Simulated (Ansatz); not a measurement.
Reaction (substitution at a C–C bond): `OC(F)([SiH3])CF` + `CSS` → `CSSCF` + `OC(F)[SiH3]`

Program: Ansatz. Geometries: PBE0-D4/def2-TZVP. ΔE: electronic, gas phase. CBS: MP2 limit from def2 TZ/QZ plus the TZ coupled-cluster correction, frozen cores. DFT in def2-TZVPP. One conformer a species, not always the lowest.

Is it downhill or uphill in electronic energy at CCSD(T)/CBS, and by how much? (Estimate.)

Ansatz gave: Uphill: ΔE = +3.5 kcal/mol.

What do these levels give: PBE0-D4, ωB97M-V, r2SCAN, MP2/def2-QZVPP, HF/CBS(def2), CCSD/CBS(def2)? (An estimate is asked.)

Computed: PBE0-D4 2.6, ωB97M-V 3.8, r2SCAN 3.1, MP2/def2-QZVPP 2.8, HF/CBS(def2) 4.2, CCSD/CBS(def2) 3.9 kcal/mol.

Largest T1 diagnostic among the species: 0.012.

From PBE to PBE0 (25 % exact exchange), in def2-TZVPP and without D4, ΔE moves by +1.2 kcal/mol.
